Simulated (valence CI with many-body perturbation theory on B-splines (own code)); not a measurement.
Energy levels of K¹²⁺

Computed by valence CI with perturbative core correlation (CI+MBPT): five valence electrons over a frozen Dirac-Fock core [He], radial functions for each j: 11 s, 11 p, 10 d, 8 f, 5 g, 2 h, with the one-electron correlation potential Σ1, the two-electron term Σ2, the three-electron term Σ3, Breit, model QED; selected CI, second order for the rest, scaled by the run's own slope (own B-spline code, finite nucleus).

No measured spectrum was set against this ion. As an estimate, levels of excited configurations hold to 0.05 to 0.15 % of their energy, terms of the ground configuration to about 0.5 %. Among the levels kept, up to 5500 cm⁻¹ of a level comes from second order outside the variational space, and about a tenth of that is noise between levels of different J, which matters for small intervals.

Levels 136 to 180 of 194, with energies above the lowest level, 2s2 2p3 4S°_3/2. "Leading %" is the weight of the configuration and term that name the level; weights of strongly mixed levels are sums over their largest components and can fall short. Lifetimes count E1, E2, E3, M1 and M2 decay at the calculated energies, and are blank where another channel may lead or the interval is too uncertain; long ones can be off by a factor of two.

| No. | Configuration | Term | J | E (× 10³ cm⁻¹) | Leading % | Second component | Lifetime |
| --- | --- | --- | --- | --- | --- | --- | --- |
| 136 | 2s 2p3 3d | 4F° | 7/2 | 4054.0 | 90 | 8 % 2s 2p3 3d 4G° | 24.1 ps |
| 137 | 2s 2p3 3d | 4F° | 9/2 | 4057.4 | 87 | 12 % 2s 2p3 3d 4G° | 188 ps |
| 138 | 2s 2p3 3p | 2S | 1/2 | 4062.9 | 93 |  | 735 fs |
| 139 | 2s 2p3 3d | 4G° | 5/2 | 4063.9 | 93 | 5 % 2s 2p3 3d 4F° | 72.5 ps |
| 140 | 2s 2p3 3d | 4G° | 7/2 | 4064.2 | 88 | 10 % 2s 2p3 3d 4F° | 77.5 ps |
| 141 | 2s 2p3 3d | 4G° | 9/2 | 4064.6 | 84 | 14 % 2s 2p3 3d 4F° | 282 ps |
| 142 | 2s 2p3 3d | 4G° | 11/2 | 4065.4 | 99 |  | 314 ps |
| 143 | 2s 2p3 3s | 2P° | 3/2 | 4073.5 | 93 |  | 1.76 ps |
| 144 | 2s 2p3 3s | 2P° | 1/2 | 4074.3 | 91 | 5 % 2s 2p3 3s 2S° | 1.68 ps |
| 145 | 2s 2p3 3d | 4D° | 1/2 | 4079.9 | 96 |  | 615 fs |
| 146 | 2s 2p3 3d | 4D° | 3/2 | 4080.8 | 96 |  | 528 fs |
| 147 | 2s 2p3 3d | 4D° | 5/2 | 4081.9 | 96 |  | 428 fs |
| 148 | 2s 2p3 3d | 4D° | 7/2 | 4082.2 | 98 |  | 347 fs |
| 149 | 2s 2p3 3d | 2S° | 1/2 | 4085.4 | 95 |  | 2.79 ps |
| 150 | 2s 2p3 3d | 2G° | 9/2 | 4090.8 | 97 |  | 214 ps |
| 151 | 2s 2p3 3d | 2G° | 7/2 | 4091.1 | 97 |  | 29.9 ps |
| 152 | 2s 2p3 3d | 4P° | 5/2 | 4096.7 | 96 |  | 212 fs |
| 153 | 2s 2p3 3d | 4P° | 3/2 | 4100.3 | 86 | 8 % 2s 2p3 3d 2P° | 244 fs |
| 154 | 2s 2p3 3d | 4P° | 1/2 | 4101.8 | 97 |  | 297 fs |
| 155 | 2s 2p3 3d | 2P° | 3/2 | 4107.9 | 84 | 11 % 2s 2p3 3d 4P° | 443 fs |
| 156 | 2s 2p3 3d | 2P° | 1/2 | 4112.4 | 95 |  | 473 fs |
| 157 | 2s 2p3 3d | 4S° | 3/2 | 4113.5 | 90 | 5 % 2s 2p3 3d 4P° | 223 fs |
| 158 | 2s 2p3 3d | 2D° | 5/2 | 4113.8 | 91 | 5 % 2s 2p3 3d 2F° | 690 fs |
| 159 | 2s 2p3 3p | 2P | 1/2 | 4115.9 | 75 | 20 % 2s 2p3 3p 4P | 3.18 ps |
| 160 | 2s 2p3 3p | 2P | 3/2 | 4116.0 | 64 | 30 % 2s 2p3 3p 4P | 3.12 ps |
| 161 | 2s 2p3 3p | 4P | 5/2 | 4124.6 | 91 |  | 2.26 ps |
| 162 | 2s 2p3 3p | 4P | 1/2 | 4124.6 | 72 | 21 % 2s 2p3 3p 2P | 2.45 ps |
| 163 | 2s 2p3 3p | 4P | 3/2 | 4126.1 | 63 | 33 % 2s 2p3 3p 2P | 2.58 ps |
| 164 | 2s 2p3 3d | 2D° | 3/2 | 4126.1 | 96 |  | 514 fs |
| 165 | 2s 2p3 3p | 2F | 5/2 | 4127.9 | 96 |  | 2.93 ps |
| 166 | 2s 2p3 3p | 2F | 7/2 | 4132.5 | 98 |  | 3.20 ps |
| 167 | 2s 2p3 3d | 2F° | 7/2 | 4135.0 | 89 | 7 % 2s 2p3 3d 4F° | 510 fs |
| 168 | 2s 2p3 3d | 2F° | 5/2 | 4136.5 | 83 | 8 % 2s 2p3 3d 2D° | 386 fs |
| 169 | 2s 2p3 3d | 4F° | 9/2 | 4143.2 | 93 |  | 133 ps |
| 170 | 2s 2p3 3d | 4F° | 7/2 | 4144.2 | 85 | 6 % 2s 2p3 3d 2F° | 3.98 ps |
| 171 | 2s 2p3 3d | 4F° | 5/2 | 4145.2 | 89 | 5 % 2s 2p3 3d 2F° | 4.07 ps |
| 172 | 2s 2p3 3d | 4F° | 3/2 | 4145.8 | 98 |  | 14.9 ps |
| 173 | 2s 2p3 3d | 4P° | 1/2 | 4150.3 | 95 |  | 566 fs |
| 174 | 2s 2p3 3p | 2D | 3/2 | 4152.6 | 95 |  | 4.82 ps |
| 175 | 2s 2p3 3d | 4P° | 3/2 | 4152.8 | 88 | 6 % 2s 2p3 3d 4S° | 741 fs |
| 176 | 2s 2p3 3p | 2D | 5/2 | 4152.9 | 95 |  | 5.81 ps |
| 177 | 2s 2p3 3d | 4P° | 5/2 | 4155.0 | 95 |  | 3.35 ps |
| 178 | 2s 2p3 3d | 4D° | 1/2 | 4164.9 | 97 |  | 318 fs |
| 179 | 2s 2p3 3d | 4D° | 3/2 | 4164.9 | 93 |  | 352 fs |
| 180 | 2s 2p3 3d | 4D° | 7/2 | 4165.5 | 92 |  | 522 fs |

Names give the largest LS component (configuration and term), which can be under half, so a name can repeat, a term be missing and a line seem to break the LS rules; names also repeat where a configuration has a term twice.
